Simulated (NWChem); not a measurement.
The numbers come from NWChem runs, not from measurements. System: CH4AlF, charge 0, spin multiplicity 1, at a geometry optimised with PBE0/def2-SVP. The structure started from a generated list of species. Level: EOM-CCSD/def2-SVPD, 7 core orbitals frozen.

Job file:

```
start mol
memory heap 100 mb stack 700 mb global 1900 mb
geometry units angstroms nocenter noautoz
  Al     0.494960     0.089058     0.000000
  H      2.024943     0.495920     0.000000
  F      0.197214    -1.555541     0.000000
  C     -1.028397     1.292464     0.000000
  H     -1.666127     1.119221    -0.883373
  H     -0.731716     2.352970     0.000000
  H     -1.666127     1.119221     0.883373
  symmetry group Cs
end
basis spherical
  * library def2-svpd
end
scf
  rhf
  nopen 0
  maxiter 100
  thresh 1e-7
  semidirect memsize 60000000 filesize 0
end
tce
  freeze core 7
  ccsd
  nroots 2
  2eorb
  2emet 13
  thresh 1e-5
  maxiter 200
  tilesize 24
end
task tce energy
```

Part of the output:

```
             Northwest Computational Chemistry Package (NWChem) 7.3.0
             --------------------------------------------------------

                                NWChem Input Module
                                -------------------

 Scaling coordinates for geometry "geometry" by  1.889725989
 (inverse scale =  0.529177249)

 Turning off AUTOSYM since
 SYMMETRY directive was detected!

                             Geometry "geometry" -> ""
                             -------------------------

 Output coordinates in angstroms (scale by  1.889725989 to convert to a.u.)

  No.       Tag          Charge          X              Y              Z
 ---- ---------------- ---------- -------------- -------------- --------------
    1 Al                  13.0000     0.49496000     0.08905800     0.00000000
    2 H                    1.0000     2.02494300     0.49592000     0.00000000
    3 F                    9.0000     0.19721400    -1.55554100     0.00000000
    4 C                    6.0000    -1.02839700     1.29246400     0.00000000
    5 H                    1.0000    -1.66612700     1.11922100    -0.88337300
    6 H                    1.0000    -0.73171600     2.35297000     0.00000000
    7 H                    1.0000    -1.66612700     1.11922100     0.88337300

 Effective nuclear repulsion energy (a.u.)      96.6434753382

            Nuclear Dipole moment (a.u.)
            ----------------------------
        X                 Y               Z
 ---------------- ---------------- ----------------
    -0.0000056692     0.0000018897     0.0000000000

      Symmetry information
      --------------------

 Group name             Cs
 Group number              2
 Group order               2
 No. of unique centers     6

      Symmetry unique atoms

     1    2    3    4    5    6


 Summary of "ao basis" -> "" (spherical)
 ------------------------------------------------------------------------------
       Tag                 Description            Shells   Functions and Types
 ---------------- ------------------------------  ------  ---------------------
 *                         def2-svpd                  on all atoms

 Summary of "ao basis" -> "ao basis" (spherical)
 ------------------------------------------------------------------------------
       Tag                 Description            Shells   Functions and Types
 ---------------- ------------------------------  ------  ---------------------
 Al                        def2-svpd                10       24   5s3p2d
 H                         def2-svpd                 4        8   2s2p
 F                         def2-svpd                 9       23   4s3p2d
 C                         def2-svpd                 8       20   4s2p2d

                                 NWChem SCF Module
                                 -----------------

  ao basis        = "ao basis"
  functions       =    99
  atoms           =     7
  closed shells   =    16
  open shells     =     0
  charge          =   0.00
  wavefunction    = RHF
  use symmetry    = T
  symmetry adapt  = T

 Summary of "ao basis" -> "ao basis" (spherical)
 ------------------------------------------------------------------------------
       Tag                 Description            Shells   Functions and Types
 ---------------- ------------------------------  ------  ---------------------
 Al                        def2-svpd                10       24   5s3p2d
 H                         def2-svpd                 4        8   2s2p
[...]
   0.0000050941530   0.2810555413612    7.64791
   0.0000343184787   0.3055274484557    8.31383     2.1     2.1

 Iteration  23 using   44 trial vectors
   0.0000042345668   0.2810555511051    7.64791
   0.0000200602136   0.3055275530598    8.31383     2.4     2.4

 Iteration  24 using   45 trial vectors
   0.0000039255824   0.2810555523528    7.64791
   0.0000110295375   0.3055275363408    8.31383     2.3     2.3

 Iteration  25 using   46 trial vectors
   0.0000039040402   0.2810555511325    7.64791
   0.0000066433868   0.3055275113710    8.31383     2.5     2.5
 --------------------------------------------------------------
 Iterations converged
 ------------------

 Excited state root  1
 Excitation energy / hartree =        0.281055551132485
                   / eV      =        7.647913927969860
 largest EOMCCSD amplitudes: R1 and R2

 Singles contributions
    17a'  (alpha) ---    15a'  (alpha)        0.1354871230
    17a'  (alpha) ---    16a'  (alpha)        0.7843906413
    19a'  (alpha) ---    16a'  (alpha)       -0.1776069655
    20a'  (alpha) ---    16a'  (alpha)       -0.3719429853
    28a'  (alpha) ---    16a'  (alpha)       -0.1408551448

 Doubles contributions
 ------------------

 Excited state root  2
 Excitation energy / hartree =        0.305527511371033
                   / eV      =        8.313830131364440
 largest EOMCCSD amplitudes: R1 and R2

 Singles contributions
    19a'  (alpha) ---    16a'  (alpha)       -0.7139222967
    20a'  (alpha) ---    16a'  (alpha)        0.4345447694
    21a'  (alpha) ---    16a'  (alpha)        0.1722946254
    26a'  (alpha) ---    16a'  (alpha)        0.2374137772
    33a'  (alpha) ---    16a'  (alpha)       -0.1123382455

 Doubles contributions

 =========================================
 Excited-state calculation ( a"  symmetry)
 =========================================
 Dim. of EOMCC iter. space      500

 EOMCCSD SOLVER TYPE  1
  maxdiff =   0.57268696258510199

 No. of initial right vectors    2

 EOM-CCSD right-hand side iterations
 --------------------------------------------------------------
      Residuum       Omega / hartree  Omega / eV    Cpu    Wall
 --------------------------------------------------------------

 Iteration   1 using    2 trial vectors
   0.4412739640184   0.3212494610838    8.74165
   0.4605038402215   0.4153109074169   11.30119     3.8     3.8

 Iteration   2 using    4 trial vectors
   0.1242852970845   0.2365267114829    6.43622
   0.1372346371926   0.3323160135255    9.04278     3.8     3.8

 Iteration   3 using    6 trial vectors
   0.0576403068247   0.2295816227211    6.24724
   0.0660077627366   0.3238804378477    8.81324     3.5     3.5

 Iteration   4 using    8 trial vectors
   0.0241721793416   0.2274110983012    6.18817
   0.0386353362043   0.3203534985532    8.71727     2.8     2.8

 Iteration   5 using   10 trial vectors
   0.0120179748741   0.2266495167158    6.16745
   0.0266217289947   0.3184342525958    8.66504     2.8     2.8

 Iteration   6 using   12 trial vectors
   0.0063631375562   0.2264242833203    6.16132
   0.0171871412934   0.3175727671237    8.64160     2.9     2.9

 Iteration   7 using   14 trial vectors
   0.0031180051857   0.2264030451103    6.16074
   0.0090377547272   0.3173713654668    8.63612     2.9     2.9

 Iteration   8 using   16 trial vectors
   0.0017443519454   0.2264070687818    6.16085
   0.0050246039282   0.3173433242396    8.63535     3.3     3.3

 Iteration   9 using   18 trial vectors
   0.0009201439013   0.2264179728984    6.16115
   0.0032526424811   0.3173334209078    8.63509     3.6     3.6

 Iteration  10 using   20 trial vectors
   0.0004962046708   0.2264218446340    6.16125
   0.0022179867457   0.3173437564382    8.63537     4.0     4.0

 Iteration  11 using   22 trial vectors
   0.0002732428565   0.2264199003596    6.16120
   0.0017146550045   0.3173343396126    8.63511     3.8     3.8

 Iteration  12 using   24 trial vectors
   0.0001087923683   0.2264185049939    6.16116
   0.0010781550417   0.3173194760079    8.63471     4.4     4.4

 Iteration  13 using   26 trial vectors
   0.0000438072710   0.2264183234141    6.16116
   0.0007176545619   0.3173224257516    8.63479     4.2     4.2

 Iteration  14 using   28 trial vectors
   0.0000183357995   0.2264183320160    6.16116
   0.0004438369424   0.3173236317365    8.63482     4.0     4.0

 Iteration  15 using   30 trial vectors
   0.0000076922460   0.2264183414385    6.16116
   0.0002311696697   0.3173228400373    8.63480     4.0     4.0

 Iteration  16 using   31 trial vectors
   0.0000074373765   0.2264183423080    6.16116
   0.0001227298753   0.3173230773054    8.63480     2.4     2.4

 Iteration  17 using   32 trial vectors
   0.0000074539176   0.2264183426201    6.16116
   0.0000722472884   0.3173230945617    8.63480     2.4     2.4

 Iteration  18 using   33 trial vectors
   0.0000074800017   0.2264183445104    6.16116
   0.0000502822921   0.3173229739766    8.63480     2.3     2.3

 Iteration  19 using   34 trial vectors
   0.0000074728539   0.2264183454120    6.16116
   0.0000398226323   0.3173228303469    8.63480     3.0     3.0

 Iteration  20 using   35 trial vectors
   0.0000074083190   0.2264183414160    6.16116
   0.0000268725859   0.3173227551726    8.63480     2.6     2.6

 Iteration  21 using   36 trial vectors
   0.0000073514816   0.2264183377546    6.16116
   0.0000160666452   0.3173227963666    8.63480     2.1     2.1

 Iteration  22 using   37 trial vectors
   0.0000072612162   0.2264183371111    6.16116
   0.0000089096351   0.3173228066316    8.63480     2.3     2.3
 --------------------------------------------------------------
 Iterations converged
 ------------------

 Excited state root  1
 Excitation energy / hartree =        0.226418337111095
                   / eV      =        6.161159055433330
 largest EOMCCSD amplitudes: R1 and R2

 Singles contributions
    18a"  (alpha) ---    16a'  (alpha)        0.9036230848
    27a"  (alpha) ---    16a'  (alpha)       -0.1003103067

 Doubles contributions
 ------------------

 Excited state root  2
 Excitation energy / hartree =        0.317322806631558
                   / eV      =        8.634796582815042
 largest EOMCCSD amplitudes: R1 and R2

 Singles contributions
    18a"  (alpha) ---    10a'  (alpha)       -0.1545200324
    18a"  (alpha) ---    15a'  (alpha)       -0.8815408616

 Doubles contributions

 Task  times  cpu:      228.7s     wall:      228.7s

 Total times  cpu:      228.7s     wall:      228.7s
```
